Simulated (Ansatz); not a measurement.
Ansatz (a program for electronic structure) input (B3LYP-D3(BJ)/def2-TZVP):

Ansatz 0.2 input:
```yaml
crystal:
  periodic: [false, false, false]
  atoms:
    - {symbol: F, position_ang: [-0.53092715, 1.10743188, -0.54001655]}
    - {symbol: C, position_ang: [-0.07506534, 0.00905570, 0.06567337]}
    - {symbol: F, position_ang: [-0.69403866, -1.03754487, -0.48322629]}
    - {symbol: Cl, position_ang: [1.68068960, -0.13053283, -0.18032542]}
    - {symbol: H, position_ang: [-0.30923317, 0.05530612, 1.13959752]}
basis:
  gaussian:
    orbitals: def2-TZVP
hamiltonian:
  xc: b3lyp
  dispersion: d3bj
relax: {f_tol: 0.002, max_steps: 150}
```

Output:

```
Functional definition: B3LYP
integrals: 0.05 GiB planned
799 factors; their error is unknown
mean field: 0.46 GiB planned
mean field evaluation 1: about -19011.8387 eV, gradient 3.2e1 eV
mean field evaluation 2: about -19010.6013 eV, gradient 4.5e1 eV
mean field evaluation 4: about -19013.1643 eV, gradient 1.1e0 eV
mean field evaluation 8: about -19013.1649 eV, gradient 1.3e-2 eV
mean field evaluation 16: about -19013.2064 eV, gradient 6.7e-5 eV
mean field -19013.20643321 eV, -698.7224488063 hartree, gradient 6.7e-5 eV, S^2 0.000000; 0 other end points of the search recorded, 0 dependent functions left out
the calculation of the forces begins
reference -19013.20661942 eV, -698.7224556495 hartree; 21, 21 occupied and 115, 115 virtual orbitals, 799 factors
relax step   1: F+E_penalty+E_count = -19013.32807253 eV  Δ(F+E_penalty+E_count) = +0.000e0 eV  max|allowed force component| = 5.380e-1 eV/Å  Δτ_max = 0.0000 Å  (27 SCF iters, accepted)
these checks for a lower state are left out or cut short: starts, cluster_reference, orbital_swaps, neighbouring_geometries, increment
integrals: 0.05 GiB planned
799 factors; their error is unknown
mean field: 0.46 GiB planned
mean field -19013.21461344 eV, -698.7227494242 hartree, gradient 1.6e-5 eV, S^2 0.000000; 0 other end points of the search recorded, 0 dependent functions left out
the calculation of the forces begins
reference -19013.21479934 eV, -698.7227562560 hartree; 21, 21 occupied and 115, 115 virtual orbitals, 799 factors
relax step   2: F+E_penalty+E_count = -19013.33626913 eV  Δ(F+E_penalty+E_count) = -8.197e-3 eV  max|allowed force component| = 2.557e-1 eV/Å  Δτ_max = 0.0154 Å  (31 SCF iters, accepted)
these checks for a lower state are left out or cut short: starts, cluster_reference, orbital_swaps, neighbouring_geometries, increment
integrals: 0.05 GiB planned
799 factors; their error is unknown
mean field: 0.45 GiB planned
mean field -19013.21553596 eV, -698.7227833262 hartree, gradient 1.6e-5 eV, S^2 0.000000; 0 other end points of the search recorded, 0 dependent functions left out
the calculation of the forces begins
reference -19013.21572169 eV, -698.7227901515 hartree; 21, 21 occupied and 115, 115 virtual orbitals, 799 factors
relax step   3: F+E_penalty+E_count = -19013.33717096 eV  Δ(F+E_penalty+E_count) = -9.018e-4 eV  max|allowed force component| = 3.037e-2 eV/Å  Δτ_max = 0.0032 Å  (32 SCF iters, accepted)
these checks for a lower state are left out or cut short: starts, cluster_reference, orbital_swaps, neighbouring_geometries, increment
integrals: 0.05 GiB planned
799 factors; their error is unknown
mean field: 0.45 GiB planned
mean field evaluation 32: about -19013.1763 eV, gradient 3.1e-1 eV
mean field -19013.21556333 eV, -698.7227843321 hartree, gradient 1.6e-5 eV, S^2 0.000000; 0 other end points of the search recorded, 0 dependent functions left out
the calculation of the forces begins
reference -19013.21574906 eV, -698.7227911573 hartree; 21, 21 occupied and 115, 115 virtual orbitals, 799 factors
relax step   4: F+E_penalty+E_count = -19013.33718900 eV  Δ(F+E_penalty+E_count) = -1.804e-5 eV  max|allowed force component| = 1.150e-2 eV/Å  Δτ_max = 0.0005 Å  (32 SCF iters, accepted)
these checks for a lower state are left out or cut short: starts, cluster_reference, orbital_swaps, neighbouring_geometries, increment
integrals: 0.05 GiB planned
799 factors; their error is unknown
mean field: 0.46 GiB planned
mean field -19013.21556476 eV, -698.7227843846 hartree, gradient 1.6e-5 eV, S^2 0.000000; 0 other end points of the search recorded, 0 dependent functions left out
the calculation of the forces begins
reference -19013.21575048 eV, -698.7227912097 hartree; 21, 21 occupied and 115, 115 virtual orbitals, 799 factors
relax step   5: F+E_penalty+E_count = -19013.33719112 eV  Δ(F+E_penalty+E_count) = -2.121e-6 eV  max|allowed force component| = 5.404e-3 eV/Å  Δτ_max = 0.0002 Å  (32 SCF iters, accepted)
these checks for a lower state are left out or cut short: starts, cluster_reference, orbital_swaps, neighbouring_geometries, increment
integrals: 0.05 GiB planned
799 factors; their error is unknown
mean field: 0.45 GiB planned
mean field -19013.21556263 eV, -698.7227843062 hartree, gradient 1.6e-5 eV, S^2 0.000000; 0 other end points of the search recorded, 0 dependent functions left out
the calculation of the forces begins
reference -19013.21574834 eV, -698.7227911311 hartree; 21, 21 occupied and 115, 115 virtual orbitals, 799 factors
relax step   6: F+E_penalty+E_count = -19013.33719192 eV  Δ(F+E_penalty+E_count) = -7.993e-7 eV  max|allowed force component| = 2.138e-3 eV/Å  Δτ_max = 0.0002 Å  (31 SCF iters, accepted)
these checks for a lower state are left out or cut short: starts, cluster_reference, orbital_swaps, neighbouring_geometries, increment
integrals: 0.05 GiB planned
799 factors; their error is unknown
mean field: 0.45 GiB planned
mean field -19013.21556247 eV, -698.7227843002 hartree, gradient 1.6e-5 eV, S^2 0.000000; 0 other end points of the search recorded, 0 dependent functions left out
the calculation of the forces begins
reference -19013.21574818 eV, -698.7227911251 hartree; 21, 21 occupied and 115, 115 virtual orbitals, 799 factors
relax step   7: F+E_penalty+E_count = -19013.33719202 eV  Δ(F+E_penalty+E_count) = -1.012e-7 eV  max|allowed force component| = 2.095e-4 eV/Å  Δτ_max = 0.0001 Å  (32 SCF iters, accepted)
integrals: 0.05 GiB planned
799 factors; their error is unknown
mean field: 0.45 GiB planned
mean field evaluation 64: about -19013.2156 eV, gradient 3.5e-3 eV
mean field -19013.21556247 eV, -698.7227843002 hartree, gradient 1.6e-5 eV, S^2 0.000000; 1 other end points of the search recorded, 0 dependent functions left out
the calculation of the forces begins
reference -19013.21574818 eV, -698.7227911251 hartree; 21, 21 occupied and 115, 115 virtual orbitals, 799 factors
Total energy: -19013.33737773 eV, -698.7272609288 hartree
Atom 0 at    -0.532735     1.119689    -0.540931 Å, force    -0.000010    -0.000049     0.000148 eV/Å
Atom 1 at    -0.080643     0.009676     0.065490 Å, force    -0.000007    -0.000011    -0.000111 eV/Å
Atom 2 at    -0.697572    -1.049599    -0.483690 Å, force    -0.000002     0.000061     0.000143 eV/Å
Atom 3 at     1.676748    -0.130089    -0.170445 Å, force     0.000067    -0.000003     0.000029 eV/Å
Atom 4 at    -0.294373     0.054039     1.131279 Å, force    -0.000047     0.000002    -0.000209 eV/Å
Dipole moment:    -0.030319     0.010186     0.298717 e Å
```
